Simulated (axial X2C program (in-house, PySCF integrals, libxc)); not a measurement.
# GaP⁺: from the spin-free to the two-component result

Computed with an in-house relativistic program for diatomic molecules. Spin-free means the one-electron spin-free X2C Hamiltonian; two-component (2c) means X2C with spin–orbit coupling and atomic mean-field two-electron Coulomb and Gaunt terms, so the difference of the two also holds small scalar two-electron terms. Basis: Ga dyall-cv3z [9s9p7d4f1g], P dyall-v3z [8s7p2d1f] (cores contracted in-house); Gaussian nuclei, density fitting, unrestricted open shells. Masses: Ga 68.926 u, P 30.974 u.

Spin-free state: M_S = 3/2, Λ = 0 (beyond evenly filled blocks: σα, π+α, π-α); fragments Ga+ + P.

| level | Re (Å) | ωe (cm⁻¹) | De (eV) | μ (D) |
| --- | --- | --- | --- | --- |
| PBE0 | 2.648 | 149.1 | 0.585 | -0.21 |
| MP2 | 2.864 | 108.9 | 0.334 | n/a |
| PBEsol | 2.561 | 179.3 | 0.804 | 0.15 |

Correlated methods: 7 electrons correlated (number of frozen shells: Ga 3 s, 2 p, 1 d; P 2 s, 1 p), 231 virtual spin orbitals or spinors in MP2.

Dipoles are positive if P is the positive end and refer to the centre of mass.

Two-component determinant lowest at the distance of the search:

Ω = 3/2 (⟨Sz⟩ = 1.50, ⟨Lz⟩ = 0.00 at HF); fragments Ga+ + P.

```
 level  Re (Å)  ωe (cm⁻¹)  De (eV)  μ (D)
  PBE0   2.650      148.9    0.584  -0.21
   MP2   2.866      108.8    0.333    n/a
PBEsol   2.562      179.1    0.803   0.15
```

Q: From the two tables, how do the constants change at the MP2 level (2c against spin-free)?

A: At the MP2 level Re goes up by 0.002 Å and ωe stays the same within 0.2 cm⁻¹; De changes by -0.001 eV.

Occupations by symmetry block were frozen at the best pattern of an incomplete PBE0 search. Dissociation energies refer to the lowest single-determinant-based atoms at the same level and basis. Density functionals use the spin component along the axis (collinear). PBE0 can misorder states that lie within some tenths of an eV, so this need not be the ground state of the molecule. The nearest other spin-free determinant of the search, M_S = 1/2, Λ = 0, lies 0.50 eV up at the distance of the search. With several unpaired electrons one determinant need not be a pure state. This is the top spin component of a Σ state; components of lower Ω are not single determinants and can lie lower. With the outer-core shells frozen, correlated bond lengths of heavy atoms tend to come out a few hundredths of an ångström too long.
